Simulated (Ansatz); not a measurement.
`[SiH3][SiH]1COC1` at its PBE0-D4/def2-TZVP geometry, where that method's forces vanish. Charge 0, multiplicity 1.

```tsv
atom	x (Å)	y (Å)	z (Å)
Si1	1.1293	-1.1601	-1.4488
Si2	0.5848	0.3624	0.2410
C3	-1.0102	1.3642	-0.0146
O4	-1.7115	0.4779	0.8782
C5	-0.6578	-0.2420	1.5462
H6	2.1064	-2.1669	-0.9514
H7	-0.1001	-1.8675	-1.8972
H8	1.7283	-0.4553	-2.6152
H9	1.8057	1.0831	0.7068
H10	-0.9860	2.3881	0.3783
H11	-1.4920	1.3775	-0.9949
H12	-0.9036	-1.3043	1.6112
H13	-0.4934	0.1429	2.5603
```

Question: For each bond, give half the difference of the two atoms' forces along it (eV/Å; positive pushes the atoms apart) under PBE-D4, r2SCAN-D4, B3LYP-D4, ωB97M-V in def2-TZVPP. (Best estimate.)

Answer: Computed: 
| bond | length (Å) | PBE-D4 | r2SCAN-D4 | B3LYP-D4 | ωB97M-V |
| --- | --- | --- | --- | --- | --- |
| Si1–Si2 | 2.339 | -0.15 | -0.02 | 0.05 | 0.06 |
| Si1–H6 | 1.489 | 0.09 | -0.02 | -0.07 | -0.10 |
| Si1–H7 | 1.488 | 0.10 | -0.01 | -0.07 | -0.11 |
| Si1–H8 | 1.489 | 0.09 | -0.02 | -0.07 | -0.10 |
| Si2–C3 | 1.901 | 0.11 | 0.05 | 0.16 | 0.04 |
| Si2–C5 | 1.901 | 0.11 | 0.05 | 0.16 | 0.04 |
| Si2–H9 | 1.492 | 0.04 | -0.03 | -0.14 | -0.12 |
| C3–O4 | 1.440 | 0.35 | 0.33 | 0.32 | 0.22 |
| C3–H10 | 1.097 | 0.07 | -0.06 | -0.13 | -0.12 |
| C3–H11 | 1.092 | 0.07 | -0.07 | -0.15 | -0.11 |
| O4–C5 | 1.440 | 0.35 | 0.33 | 0.32 | 0.22 |
| C5–H12 | 1.092 | 0.07 | -0.07 | -0.15 | -0.11 |
| C5–H13 | 1.097 | 0.07 | -0.06 | -0.13 | -0.12 |

B3LYP here is the variant with VWN-RPA as its local correlation; programs differ in this.
